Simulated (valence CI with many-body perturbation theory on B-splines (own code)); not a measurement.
## E1 transitions of Nd27+

Method: configuration interaction combined with many-body perturbation theory (CI+MBPT): five valence electrons over a frozen Dirac-Fock core [Ar] 3d10, a basis of 9 s, 9 p, 8 d, 6 f, 3 g, 1 h functions for each j, with the one-electron correlation potential Σ1 (screened to all orders), the two-electron term Σ2, the three-electron term Σ3, Breit, model QED; selected single and double excitations, second order for the rest (own B-spline code, finite nucleus).

No measured spectrum was set against this ion. As an estimate, large intervals hold to a few tenths of a per cent, small ones and those within an open d or f shell to about a per cent. Among the levels kept, up to 270 cm⁻¹ of a level comes from second order outside the variational space, and about a tenth of that is noise between levels of different J, which matters for small intervals.

Lines 151 to 189 of 189 in falling wavelength, among levels below 1629600 cm⁻¹, chosen from the strongest by gf and those to the six lowest levels. Wavelengths and rates use the calculated energies. Electric multipoles are in the length gauge, E1 and E2 with the static RPA response of the core. Weak lines are less certain than strong ones. Lines between different terms over intervals too small for the method are left out, as are lines whose strength nearly cancels.

Levels are named by their leading jj configuration (3d3/2^4 stands for four electrons in 3d with j = 3/2), which in mixed levels can hold well under half, so a name can repeat and another be missing. Letters in brackets count levels of one name in rising energy.

| λ vac (Å) | Upper | Lower | A (s⁻¹) | S (a.u.) with core polarisation | S without |
| --- | --- | --- | --- | --- | --- |
| 91.70 | (4s^2 4p3/2^2 4d3/2) J=1/2 | (4s^2 4p1/2 4p3/2^2) J=1/2 | 1.02e+07 | 7.80e-06 | 7.11e-06 |
| 90.95 | (4s^2 4p3/2^2 4d3/2) J=3/2 [a] | (4s^2 4p1/2 4p3/2^2) J=1/2 | 3.91e+10 | 5.81e-02 | 6.22e-02 |
| 90.22 | (4s 4p1/2 4p3/2^3) J=3/2 [b] | (4s^2 4p1/2^2 4p3/2) J=3/2 | 7.19e+10 | 1.04e-01 | 1.12e-01 |
| 89.73 | (4s^2 4p3/2^2 4d5/2) J=7/2 | (4s^2 4p1/2 4p3/2^2) J=5/2 | 1.15e+10 | 3.28e-02 | 3.50e-02 |
| 87.77 | (4s^2 4p3/2^2 4d3/2) J=3/2 [a] | (4s^2 4p1/2 4p3/2^2) J=5/2 | 1.13e+11 | 1.51e-01 | 1.61e-01 |
| 87.34 | (4s^2 4p3/2^2 4d3/2) J=5/2 | (4s^2 4p1/2 4p3/2^2) J=5/2 | 2.90e+11 | 5.72e-01 | 6.12e-01 |
| 86.90 | (4s^2 4p1/2 4p3/2 4d5/2) J=5/2 [a] | (4s^2 4p1/2^2 4p3/2) J=3/2 | 1.95e+11 | 3.79e-01 | 4.06e-01 |
| 86.27 | (4s^2 4p1/2 4p3/2 4d5/2) J=3/2 [a] | (4s^2 4p1/2^2 4p3/2) J=3/2 | 2.94e+11 | 3.72e-01 | 3.99e-01 |
| 86.08 | (4s^2 4p3/2^2 4d3/2) J=1/2 | (4s^2 4p1/2 4p3/2^2) J=3/2 | 3.62e+11 | 2.28e-01 | 2.44e-01 |
| 85.85 | (4s^2 4p3/2^2 4d3/2) J=3/2 [b] | (4s^2 4p1/2 4p3/2^2) J=1/2 | 4.17e+11 | 5.21e-01 | 5.57e-01 |
| 85.43 | (4s^2 4p3/2^2 4d3/2) J=3/2 [a] | (4s^2 4p1/2 4p3/2^2) J=3/2 | 3.87e+11 | 4.77e-01 | 5.10e-01 |
| 85.16 | (4s^2 4p3/2^2 4d3/2) J=7/2 | (4s^2 4p1/2 4p3/2^2) J=5/2 | 5.89e+11 | 1.44e+00 | 1.53e+00 |
| 85.02 | (4s^2 4p3/2^2 4d3/2) J=5/2 | (4s^2 4p1/2 4p3/2^2) J=3/2 | 2.25e+11 | 4.09e-01 | 4.38e-01 |
| 84.28 | (4s^2 4p1/2 4p3/2 4d3/2) J=5/2 [b] | (4s^2 4p1/2^2 4p3/2) J=3/2 | 3.13e+11 | 5.55e-01 | 5.93e-01 |
| 84.04 | (4s^2 4p1/2 4p3/2 4d3/2) J=1/2 [c] | (4s^2 4p1/2^2 4p3/2) J=3/2 | 4.92e+11 | 2.88e-01 | 3.09e-01 |
| 83.59 | (4s^2 4p1/2 4p3/2 4d3/2) J=3/2 [b] | (4s^2 4p1/2^2 4p3/2) J=3/2 | 2.36e+11 | 2.72e-01 | 2.91e-01 |
| 83.53 | (4s^2 4p3/2^2 4d5/2) J=1/2 | (4s^2 4p1/2 4p3/2^2) J=1/2 | 6.19e+05 | 3.56e-07 | 3.23e-07 |
| 83.04 | (4s^2 4p3/2^2 4d5/2) J=5/2 [a] | (4s^2 4p1/2 4p3/2^2) J=5/2 | 1.30e+09 | 2.21e-03 | 2.36e-03 |
| 83.01 | (4s^2 4p3/2^2 4d3/2) J=3/2 [b] | (4s^2 4p1/2 4p3/2^2) J=5/2 | 2.27e+07 | 2.56e-05 | 2.54e-05 |
| 81.76 | (4s^2 4p3/2^2 4d5/2) J=3/2 | (4s^2 4p1/2 4p3/2^2) J=1/2 | 8.91e+10 | 9.62e-02 | 1.03e-01 |
| 80.94 | (4s^2 4p3/2^2 4d5/2) J=5/2 [a] | (4s^2 4p1/2 4p3/2^2) J=3/2 | 4.00e+06 | 6.29e-06 | 6.64e-06 |
| 80.91 | (4s^2 4p3/2^2 4d3/2) J=3/2 [b] | (4s^2 4p1/2 4p3/2^2) J=3/2 | 1.28e+10 | 1.34e-02 | 1.43e-02 |
| 80.80 | (4s^2 4p1/2 4p3/2 4d5/2) J=3/2 [b] | (4s^2 4p1/2^2 4p3/2) J=3/2 | 4.42e+10 | 4.60e-02 | 4.93e-02 |
| 80.65 | (4s^2 4p1/2 4p3/2 4d5/2) J=5/2 [b] | (4s^2 4p1/2^2 4p3/2) J=3/2 | 1.17e+11 | 1.82e-01 | 1.94e-01 |
| 79.80 | (4s^2 4p1/2 4p3/2 4d5/2) J=1/2 | (4s^2 4p1/2^2 4p3/2) J=3/2 | 1.02e+10 | 5.10e-03 | 5.46e-03 |
| 79.18 | (4s^2 4p3/2^2 4d5/2) J=3/2 | (4s^2 4p1/2 4p3/2^2) J=5/2 | 2.16e+09 | 2.12e-03 | 2.27e-03 |
| 78.85 | (4s^2 4p3/2^2 4d5/2) J=1/2 | (4s^2 4p1/2 4p3/2^2) J=3/2 | 5.61e+10 | 2.72e-02 | 2.91e-02 |
| 77.81 | (4s^2 4p3/2^2 4d5/2) J=5/2 [b] | (4s^2 4p1/2 4p3/2^2) J=5/2 | 1.50e+10 | 2.10e-02 | 2.24e-02 |
| 77.54 | (4s 4p3/2^4) J=1/2 | (4s^2 4p1/2^2 4p3/2) J=3/2 | 1.50e+09 | 6.92e-04 | 7.39e-04 |
| 77.27 | (4s^2 4p3/2^2 4d5/2) J=3/2 | (4s^2 4p1/2 4p3/2^2) J=3/2 | 1.32e+06 | 1.21e-06 | 1.38e-06 |
| 75.96 | (4s^2 4p3/2^2 4d5/2) J=5/2 [b] | (4s^2 4p1/2 4p3/2^2) J=3/2 | 1.47e+10 | 1.91e-02 | 2.04e-02 |
| 72.92 | (4s^2 4p3/2^2 4d3/2) J=1/2 | (4s^2 4p1/2^2 4p3/2) J=3/2 | 1.00e+09 | 3.84e-04 | 4.10e-04 |
| 72.45 | (4s^2 4p3/2^2 4d3/2) J=3/2 [a] | (4s^2 4p1/2^2 4p3/2) J=3/2 | 6.46e+07 | 4.85e-05 | 5.20e-05 |
| 72.15 | (4s^2 4p3/2^2 4d3/2) J=5/2 | (4s^2 4p1/2^2 4p3/2) J=3/2 | 7.19e+08 | 7.99e-04 | 8.52e-04 |
| 69.19 | (4s^2 4p3/2^2 4d5/2) J=5/2 [a] | (4s^2 4p1/2^2 4p3/2) J=3/2 | 1.50e+09 | 1.48e-03 | 1.58e-03 |
| 69.17 | (4s^2 4p3/2^2 4d3/2) J=3/2 [b] | (4s^2 4p1/2^2 4p3/2) J=3/2 | 1.89e+08 | 1.24e-04 | 1.33e-04 |
| 67.66 | (4s^2 4p3/2^2 4d5/2) J=1/2 | (4s^2 4p1/2^2 4p3/2) J=3/2 | 8.42e+08 | 2.58e-04 | 2.76e-04 |
| 66.50 | (4s^2 4p3/2^2 4d5/2) J=3/2 | (4s^2 4p1/2^2 4p3/2) J=3/2 | 1.24e+09 | 7.19e-04 | 7.71e-04 |
| 65.53 | (4s^2 4p3/2^2 4d5/2) J=5/2 [b] | (4s^2 4p1/2^2 4p3/2) J=3/2 | 7.52e+08 | 6.27e-04 | 6.71e-04 |
